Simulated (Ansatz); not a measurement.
Species: InI$_{2}$, net charge 1, singlet state. It need not be the lowest isomer of its formula. SMILES: [I][In+][I]
Geometry from a B3LYP-D3(BJ)/def2-TZVP (Ansatz, a first-principles code) optimisation:
```xyz
3

In     0.0000     0.0000     0.0000
I      0.0000     0.0000     2.5675
I      0.0000     0.0000    -2.5675
```
Charge +1, spin multiplicity 1.

Property: vertical electron affinity (to the doublet state of charge +0; a negative value means that the extra electron is unbound and the number depends on the basis; each state is the SCF solution reached for its spin), in eV. Valence correlation only, unless marked. Open shells are spin-unrestricted. Spin-orbit coupling is left out. The frozen core is the preceding noble-gas configuration, with the filled d and f shells of earlier blocks. Past Kr the def2 sets carry scalar-relativistic core potentials. 

| level | program | vertical electron affinity (eV) |
|---|---|---|
| SVWN5/def2-TZVPD | Ansatz | 6.98 |
| PBE/def2-TZVPD | Ansatz | 6.73 |
| r2SCAN/def2-TZVPD | Ansatz | 6.78 |
| BHLYP/def2-TZVPD | Ansatz | 6.66 |
| CAM-B3LYP/def2-TZVPD | Ansatz | 6.81 |
| wB97X-V/def2-TZVPD | Ansatz | 6.65 |
| CCSD/def2-TZVPPD | Ansatz | 6.28 |
| CCSD(T)/def2-SVPD | Ansatz | 6.31 |
| CCSD(T)/def2-TZVPPD | Ansatz | 6.31 |
